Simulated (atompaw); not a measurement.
# Before and after: PAW (atompaw) potential for nickel

```
Element                 : nickel
Generator               : atompaw 4.2.0.5
Type                    : PAW
Functional              : PBE
Relativity              : non-relativistic
Frozen core             : [Ne]
Valence charge          : 18
Reference configuration : 3s2 3p6 3d8 4s0.5 4p0 (charge +1.5)
Partial waves           : 3s (bound): rc 1.35 bohr; 4s (bound): rc 1.40 bohr; 3p (bound): rc 1.30 bohr; 4p (bound, empty): rc 1.50 bohr; 3d (bound): rc 1.85 bohr; 3d channel at -1.1 Ry: rc 1.85 bohr
Local potential         : bessel scheme, radius 1.60 bohr
Core correction         : smooth core density matched at 1.15 bohr
Augmentation charge     : sinc compensation charge, radius 1.55 bohr; PAW radius 1.85 bohr; waves and projectors: custom rrkj vanderbiltortho
```

Change: wave 3d (bound): rc 1.85 bohr becomes 3d (bound): rc 1.76 bohr.

Cutoffs: the cutoffs (Ry, on a coarse ladder) from which the occupation-weighted sum of valence levels, in a spherical-Bessel basis at the reference potential, stays within 10 and 1 mRy of its value at 400 Ry; they do not see the model core or the augmentation charge, which bear on the density cutoff.

Problem. What does the change do?

Solution. The potential gets neither clearly harder nor softer (50 Ry and 90 Ry → 55 Ry and 90 Ry); the s channel sets the loose cutoff, while the largest relative change is in d, which becomes harder; neither file shows a bound ghost.

| quantity | base | changed |
| --- | --- | --- |
| cutoff, loose | 50 Ry | 55 Ry |
| cutoff, tight | 90 Ry | 90 Ry |
| loose cutoff by channel (10 mRy a level) | s 45 Ry, p 40 Ry, d 25 Ry | s 45 Ry, p 40 Ry, d 30 Ry |
| bound ghosts | none | none |
| s: phases at 1.86 bohr within 0.05 rad from the reference energy up to (Ry; the scan ends near 5) | to the end of the scan | to the end of the scan |
| p: phases at 1.86 bohr within 0.05 rad from the reference energy up to (Ry; the scan ends near 5) | to the end of the scan | to the end of the scan |
| d: phases at 1.86 bohr within 0.05 rad from the reference energy up to (Ry; the scan ends near 5) | 2.1 | 2.3 |
| lowest overlap eigenvalue by channel | s 0.11, p 0.10, d 0.51 | s 0.11, p 0.10, d 0.63 |

 The cutoffs see the waves, projectors and local potential, not the compensation charge or the core.
